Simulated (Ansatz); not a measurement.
Start from `NC=O` and change one atom or group to get `NC(=O)N[SiH3]`.

Ansatz, PBE0-D4/def2-TZVP geometries, multiplicity 1. Each molecule was computed in one conformer, which needn't be the lowest.

```tsv
property	`NC=O`
size of the dipole moment (B3LYP/def2-TZVPP) / D	3.95
HOMO energy (PBE/def2-TZVPP) / eV	-5.94
HOMO–LUMO gap (PBE0/def2-TZVPP) / eV	8.19
HOMO–LUMO gap (ωB97M-V/def2-TZVPP) / eV	12.39
LUMO energy (ωB97M-V/def2-TZVPP) / eV	2.36
size of the dipole moment (ωB97M-V/def2-TZVPP) / D	3.96
```

**Question.** What does the change do to each property? (Best estimate.)

**Answer.** The calculation gave: 
```
                                          property  `NC(=O)N[SiH3]`  shift
  size of the dipole moment (B3LYP/def2-TZVPP) / D             4.12   0.17
                 HOMO energy (PBE/def2-TZVPP) / eV            -6.18  -0.24
              HOMO–LUMO gap (PBE0/def2-TZVPP) / eV             8.04  -0.15
           HOMO–LUMO gap (ωB97M-V/def2-TZVPP) / eV            11.88  -0.51
             LUMO energy (ωB97M-V/def2-TZVPP) / eV             1.68  -0.68
size of the dipole moment (ωB97M-V/def2-TZVPP) / D             4.15   0.19
```

With PBE0 the HOMO falls by 0.21 eV and the LUMO falls by 0.36 eV, so the gap narrows by about 0.15 eV. PBE moves the HOMO by -0.24 eV and ωB97M-V by -0.16 eV. Dipoles are sizes alone; their direction can turn.

B3LYP here is the variant with VWN-RPA as its local correlation; programs differ in this.
